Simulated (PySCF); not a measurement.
# C6H11O: g tensor and hyperfine couplings

C₆H₁₁O (doublet state).
Structure used (GFN2-xTB), in Å, numbered top down from 1:
```xyz
18
C6H11O angstrom
C     -2.377   -0.020    1.118
C     -1.738    0.811    0.079
C     -0.492    0.066   -0.370
C     -0.668   -0.982   -1.424
C      0.679    0.303    0.217
O      1.818   -0.391   -0.095
C      3.007    0.151    0.421
H     -1.998    0.004    2.122
H     -3.011   -0.840    0.841
H     -1.458    1.787    0.480
H     -2.400    0.949   -0.779
H     -1.345   -1.763   -1.082
H     -1.091   -0.542   -2.327
H      0.293   -1.431   -1.660
H      0.784    1.065    0.981
H      3.802   -0.546    0.160
H      2.961    0.256    1.510
H      3.225    1.130   -0.022
```

The hyperfine couplings belong to this conformer and change with its torsions.

The species is `[CH2]C/C(C)=C/OC` [radical].

Computed, not measured: UKS B3LYP, pcH-1 on C H O, non-relativistic, mean-field spin-orbit, GIAO (PySCF). The structure is a single GFN2-xTB conformer in the gas phase; no vibrational or solvent corrections. A GFN2-xTB geometry isn't a minimum of the functional, and hyperfine couplings can be far from their values at a DFT geometry. The SCF solution wasn't tested for stability.

```
g1, g2, g3                      : 2.00223, 2.00278, 2.00287
g_iso                           : 2.00263
Form of g                       : close to axial: the two nearest values differ by 15 % of g3 − g1
⟨S²⟩                            : 0.7542 (exact 0.7500)
α and β electrons               : 28, 27
HOMO–LUMO gap, α and β orbitals : 5.91, 4.40 eV
Total energy                    : -310.41535 Eh
Basis functions                 : 285
```

Hyperfine couplings atom by atom, in MHz; T1 to T3 are the principal values of the dipolar part:

```
atom  isotope  a_iso     T1     T2     T3  Mulliken spin population
  C1      13C   96.7  -80.2  -79.4  159.6                      1.05
  C2      13C  -26.6   -2.7    0.2    2.5                     -0.07
  C3      13C   76.2  -10.3   -4.5   14.8                      0.01
  C4      13C   -1.0   -0.7   -0.1    0.8                      0.00
  C5      13C    3.8   -5.7   -4.4   10.1                      0.06
  O6      17O   -3.6   -5.6    2.6    3.0                      0.01
  C7      13C   -0.5   -0.2   -0.2    0.4                      0.00
  H8       1H  -57.2  -38.3   -0.7   39.0                     -0.04
  H9       1H  -60.0  -38.6   -0.2   38.9                     -0.05
 H10       1H   29.7   -5.5   -4.1    9.5                      0.01
 H11       1H   23.6   -5.2   -4.4    9.5                      0.01
 H12       1H   -2.9   -3.0   -2.4    5.4                      0.00
 H13       1H   -2.4   -1.6   -1.2    2.7                      0.00
 H14       1H    1.2   -1.5   -0.7    2.2                      0.00
 H15       1H   -3.9   -2.8   -0.3    3.1                      0.00
 H16       1H   -0.1   -0.5   -0.5    1.0                      0.00
 H17       1H    1.1   -0.7   -0.6    1.3                      0.00
 H18       1H    1.0   -0.7   -0.6    1.3                      0.00
```

The Mulliken spin populations are largest on C1 (+1.05) and C2 (-0.07). C1 is the only atom above +0.15. The positive populations add up to 1.16 and the negative ones to -0.16, together 2S = 1. The angles at C1 add up to 357.7°, so it is nearly planar; its axial dipolar tensor and the negative couplings of its protons fit spin in a p orbital normal to that plane.

Axes: g2 points within 3° of the C1–C2 bond.

Under fast tumbling the dipolar parts average out, and these isotropic splittings remain: 2 × 1H (H8/H9, I = 1/2, 3 lines) with 2.09 mT, 2 × 1H (H10/H11, I = 1/2, 3 lines) with 0.95 mT, 1 × 1H (H15, I = 1/2, 2 lines) with 0.14 mT and 3 × 1H (H12/H13/H14, I = 1/2, 4 lines) with 0.05 mT.

Class means assume fast exchange of nuclei equivalent by connectivity; if that motion is slow, each nucleus keeps its own coupling. The 1H value of +26.6 MHz is a mean of couplings from 23.6 to 29.7 MHz in this one geometry, not an average over conformers.

The 13C coupling of C1 (96.7 MHz) shows only in satellite lines or after enrichment, since that isotope makes up about 1.07 % of natural carbon.

Examples of negative spin density at the nucleus (bohr⁻³): C2 (-0.0237) and H8/H9 (-0.0131).
